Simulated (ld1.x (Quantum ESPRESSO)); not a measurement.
# Before and after: PAW potential for tungsten (W)

```json
{
 "Element": "tungsten",
 "Generator": "ld1.x (Quantum ESPRESSO) 7.5",
 "Type": "PAW",
 "Functional": "PBE",
 "Relativity": "scalar-relativistic",
 "Frozen core": "[Kr] 4d10 4f14",
 "Valence charge": "14",
 "Reference configuration": "5s2 5p6 5d4 6s2 6p0",
 "Partial waves": "5s (bound): rcut 1.35, rcutus 1.45 bohr; 6s (bound): rcut 1.35, rcutus 1.45 bohr; 5p (bound): rcut 2.20, rcutus 2.50 bohr; 6p (bound, empty): rcut 2.20, rcutus 2.50 bohr; 5d (bound): rcut 1.80, rcutus 2.45 bohr; 5d channel at 0.1 Ry: rcut 1.80, rcutus 2.45 bohr",
 "Local potential": "all-electron potential smoothed inside 1.25 bohr (lloc = -1)",
 "Core correction": "Bessel-smoothed model core inside 0.85 bohr",
 "Augmentation charge": "PSQ, inside the norm-conserving radii"
}
```

Change: local potential all-electron potential smoothed inside 2.40 bohr (lloc = -1).

Cutoffs: the cutoffs (Ry, on a coarse ladder) from which the occupation-weighted sum of valence levels, in a spherical-Bessel basis at the reference potential, stays within 10 and 1 mRy of its value at 400 Ry; they do not see the model core or the augmentation charge, which bear on the density cutoff. Errors are all-electron minus pseudo energies relative to the spin-unpolarised reference configuration.

Problem. How do hardness, ghosts and transferability respond?

Solution. The potential gets neither clearly harder nor softer (25 Ry and 35 Ry → 25 Ry and 40 Ry); of the 7 tests that both files solve, the error grows in 1 and shrinks in 1 by more than 15 % and 0.3 meV (median size 9.1 → 10.3 meV); the range in which the p phases agree widens (upper end 2.3 → 4.0); neither file shows a bound ghost.

| quantity | base | changed |
| --- | --- | --- |
| cutoff, loose | 25 Ry | 25 Ry |
| cutoff, tight | 35 Ry | 40 Ry |
| bound ghosts | none | none |
| error for 5s2 5p6 5d4 6s1 6p0, meV [ΔE 8.88 eV] | -3.1 | -3.4 |
| error for 5s2 5p6 5d4 6s0 6p0, meV [ΔE 24.56 eV] | -9.1 | -10 |
| error for 5s2 5p6 5d3 6s0 6p0, meV [ΔE 49.94 eV] | -28 | -28 |
| error for 5s2 5p6 5d2 6s0 6p0, meV [ΔE 87.16 eV] | -107 | -110 |
| error for 5s2 5p5 5d4 6s2 6p0, meV [ΔE 48.94 eV] | -122 | -97 |
| error for 5s2 5p6 5d4 6s0 6p2, meV [ΔE 9.26 eV] | -1.7 | -3.5 |
| error for 5s2 5p6 5d5 6s1 6p0, meV [ΔE 1.54 eV] | -6.4 | -6.7 |
| s: phases at 2.69 bohr within 0.05 rad from the reference energy up to (Ry; the scan ends near 5) | 3.9 | 4.5 |
| p: phases at 2.69 bohr within 0.05 rad from the reference energy up to (Ry; the scan ends near 5) | 2.3 | 4.0 |
| d: phases at 2.69 bohr within 0.05 rad from the reference energy up to (Ry; the scan ends near 5) | to the end of the scan | to the end of the scan |
| lowest overlap eigenvalue by channel | s 0.21, p 0.70, d 0.81 | s 0.37, p 0.81, d 0.96 |
